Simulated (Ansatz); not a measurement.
Coupled-cluster diagnostics for the cluster Cu3H4, Ansatz.

Geometry of the doublet (PBE-D4/def2-SVP):

```xyz
7

Cu   -0.873    0.030   -1.267
Cu    0.531   -1.494   -0.275
Cu    0.274    0.628    0.840
H    -0.804    1.305   -0.269
H     0.099    1.984    1.557
H     1.165   -0.898    1.071
H    -0.391   -1.554   -1.657
```

Correlated methods freeze 27 core orbitals. In CCSD on the charge 0 quartet the largest single amplitude is 0.32, so its Hartree–Fock determinant may place the open shell otherwise than the density functionals do. The structure comes from a short search, and lower isomers may exist.

Geometry of the charge 0 quartet (PBE-D4/def2-SVP):

```xyz
7

Cu    0.247   -0.191    1.271
Cu    1.612   -0.179   -0.627
Cu   -0.834    0.250   -0.818
H    -0.736    1.027    0.664
H    -2.217    0.680   -1.354
H     0.065   -1.144   -0.199
H     1.863   -0.443    1.062
```

(1) Estimate the CCSD(T) correlation energy, the shares of MP2 and (T), T1 and the reference's ⟨S²⟩ for: charge 0, doublet, own geometry in def2-SVP; charge 0, quartet, own geometry in def2-SVP; and the rough time on 4 threads of Arm Neoverse V1 on a shared host.

## Answers

(1) 
| state | basis | correlation (eV) | MP2 share (%) | (T) share (%) | T1 | ⟨S²⟩ (pure) | wall time | remarks |
| --- | --- | --- | --- | --- | --- | --- | --- | --- |
| charge 0, doublet, own geometry | def2-SVP | -26.082 | 99.8 | 4.6 | 0.066 | 0.76 (0.75) | 33 s | large T1 (0.066) |
| charge 0, quartet, own geometry | def2-SVP | -24.738 | 93.8 | 4.8 | 0.093 | 3.77 (3.75) | 36 s | large T1 (0.093) |
Customary marks for T1 are 0.02 (closed shells), 0.045 (open shells) and about 0.05 (3d metals). T1 exceeds 0.02 in 2 of 2 rows and 0.045 in 2; the higher it lies, the less the single-reference result can be trusted.
